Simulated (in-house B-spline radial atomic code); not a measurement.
I⁵⁺. Computed with a B-spline radial atomic code. Model: all-electron spherical atom, spin shells full or empty, radial basis limit, no spin-orbit coupling: exact exchange with a local potential (Slater, KLI or optimised effective potential, whose far tail is KLI's), no correlation.

The run also made RPA and GW results, which its time includes.

The Slater potential averages the orbital exchange potentials with the orbital densities as weights, KLI adds orbital constants, and the optimised effective potential minimises the exact-exchange energy among local potentials. So their energies lie above Hartree-Fock in the order OEP, KLI, Slater. All fall off as −1/r, unlike LDA and GGA exchange.

Command:
```bash
python run_gw.py task.json out
```
Settings (nuclear radius in fm, other lengths in bohr, energies in hartree):
```
Z                      53
electrons              48
configuration          [Kr] 4d10 5s2
hamiltonian            x2c
method                 kli
lmax                   9
rms_radius             4.75
spin_polarised         False
box_radius             10.43
intervals              98
ion_configuration      [Kr] 4d10 5s1
```

Time taken, with all properties: 28 s on 1 thread of Intel(R) Xeon(R) Platinum 8375C CPU @ 2.90GHz (Ice Lake), with other jobs on the host.

Given: hamiltonian one-electron scalar X2C; mean-field start exchange-only KLI.

Computed: energy above Hartree-Fock 22.886 millihartree.

| radius (bohr) | r times exchange potential (hartree bohr) |
| --- | --- |
| 0.000943 | -0.046297 |
| 0.00118 | -0.057773 |
| 0.00148 | -0.072177 |
| 0.00185 | -0.08972 |
| 0.00231 | -0.11116 |
| 0.00289 | -0.13753 |
| 0.00362 | -0.16958 |
| 0.00453 | -0.20759 |
| 0.00567 | -0.25204 |
| 0.00709 | -0.30225 |
| 0.00887 | -0.3571 |
| 0.0111 | -0.41355 |
| 0.0139 | -0.46659 |
| 0.0174 | -0.50881 |
| 0.0217 | -0.53206 |
| 0.0272 | -0.53356 |
| 0.034 | ? |
| 0.0426 | -0.56043 |
| 0.0533 | -0.66172 |
| 0.0667 | -0.79538 |
| 0.0834 | -0.90192 |
| 0.104 | -0.93887 |
| 0.131 | -0.90919 |
| 0.163 | -0.94236 |
| 0.204 | -1.1341 |
| 0.256 | -1.3144 |
| 0.32 | -1.314 |
| 0.4 | -1.0927 |
| 0.501 | -0.94594 |
| 0.627 | -1.1995 |
| 0.784 | -1.3847 |
| 0.981 | -1.3522 |
| 1.23 | -1.161 |
| 1.54 | -0.98645 |
| 1.92 | ? |
| 2.41 | -0.97232 |
| 3.01 | -0.98946 |

(1) What belongs in the row 0.034?

(2) What belongs in the row 1.92?

```
occupied  level (hartree)  Hartree-Fock level (hartree)
      1s          -1211.8                       -1227.2
      2s          -189.35                       -195.11
      2p          -170.33                       -175.21
      3s          -40.216                       -42.687
      3p          -34.034                       -36.061
      3d                ?                             ?
      4s          -8.9164                       -9.9056
      4p          -6.9761                       -7.7222
      4d                ?                             ?
      5s          -2.6644                        -2.664
```

(3) What belongs in the row 3d?

(4) What belongs in the row 4d?

```
empty  level (hartree)
   5p          -2.1789
   5d                ?
   4f          -1.4205
   6s          -1.3555
```

(5) What belongs in the row 5d?

Answers

(1) r times exchange potential (hartree bohr): -0.52781.

(2) r times exchange potential (hartree bohr): -0.94858.

(3) level (hartree): -24.723; Hartree-Fock level (hartree): -26.108.

(4) level (hartree): -4.1197; Hartree-Fock level (hartree): -4.4362.

(5) level (hartree): -1.5271.

The highest level, 5s, differs from Hartree-Fock by -0.011 eV and the deepest, 1s, by +418 eV: a local potential can match the highest level but can't give each shell its own exchange.
